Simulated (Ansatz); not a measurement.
silacyclobutane (C$_{3}$H$_{8}$Si), singlet, geometry from GFN2-xTB; Ansatz (a first-principles code) with MP2/STO-3G.

The Ansatz input:
Ansatz 0.2 input:
```yaml
crystal:
  periodic: [false, false, false]
  atoms:
    - {symbol: C, position_ang: [0.94016925, 0.39805364, 0.93756297]}
    - {symbol: C, position_ang: [0.99930330, -0.74626934, -0.09591889]}
    - {symbol: Si, position_ang: [-0.77881964, -0.36144439, -0.68319456]}
    - {symbol: C, position_ang: [-0.38448642, 1.07057269, 0.52035540]}
    - {symbol: H, position_ang: [1.79758492, 1.06860867, 0.88594702]}
    - {symbol: H, position_ang: [0.88094386, 0.00849054, 1.95305098]}
    - {symbol: H, position_ang: [1.76805182, -0.57948533, -0.84803349]}
    - {symbol: H, position_ang: [1.18886207, -1.72221791, 0.34515954]}
    - {symbol: H, position_ang: [-1.81068026, -1.29894242, -0.23630310]}
    - {symbol: H, position_ang: [-0.96271943, -0.02265274, -2.09491916]}
    - {symbol: H, position_ang: [-0.22126520, 2.03238174, 0.03791393]}
    - {symbol: H, position_ang: [-1.06721963, 1.23989694, 1.34991129]}
basis:
  gaussian:
    orbitals: STO-3G
magnetization: {spin_polarized: false}
correlation: {method: mp2, electrons: outside_noble_gas}
accuracy: high
```

What the program printed (banner, timings and long lists left out):

```
Functional definition: HF
695 factors; integrals over basis functions are off by at most 3.7e-9 eV
mean field evaluation 1: about -10951.1981 eV, gradient 1.2e1 eV
mean field evaluation 2: about -10951.3869 eV, gradient 1.2e1 eV
mean field evaluation 4: about -10952.0480 eV, gradient 5.3e-1 eV
mean field evaluation 8: about -10952.0483 eV, gradient 8.0e-7 eV
mean field -10952.04830595 eV, -402.4803516787 hartree, gradient 6.6e-8 eV, S^2 0.000000; 0 other end points of the search recorded, 0 dependent functions left out
8 core orbitals not correlated
reference -10952.04830595 eV, -402.4803516787 hartree; 12, 12 occupied and 12, 12 virtual orbitals, 695 factors
second order -5.32380536 eV of doubles, -0.00000000 eV of singles
Total energy: -10957.37211131 eV, -402.6759979170 hartree
```
